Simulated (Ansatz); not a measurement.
Sn(CF3)H3 (CH₃F₃Sn). Total charge 0; singlet. Geometry PBE0-D4/def2-SVP; atoms count from 1.

Cartesian coordinates in Å:
```
Sn 0.403 0.956 0.359
C -0.405 -0.962 -0.361
F -1.745 -0.979 -0.329
F 0.021 -1.991 0.384
F -0.038 -1.212 -1.626
H 2.104 0.852 0.270
H -0.132 1.158 1.967
H -0.207 2.178 -0.664
```

In the def2 sets Sn takes a core potential; there is no spin–orbit coupling.

Q: Estimate the Mulliken populations from the PBE0/def2-TZVP orbitals of Ansatz.

A: 
```json
{"atom": "Sn1", "charge (e)": "0.25"}
{"atom": "C2", "charge (e)": "0.33"}
{"atom": "F3", "charge (e)": "-0.16"}
{"atom": "F4", "charge (e)": "-0.16"}
{"atom": "F5", "charge (e)": "-0.16"}
{"atom": "H6", "charge (e)": "-0.03"}
{"atom": "H7", "charge (e)": "-0.03"}
{"atom": "H8", "charge (e)": "-0.03"}
```
Mulliken values and Mayer orders depend strongly on the basis.

Q: And the Mayer bond orders between bonded heavy atoms (over 0.3)?

A: Sn1–C2 0.91 (2.20 Å); C2–F3 1.10 (1.34 Å); C2–F4 1.10 (1.34 Å); C2–F5 1.10 (1.34 Å).
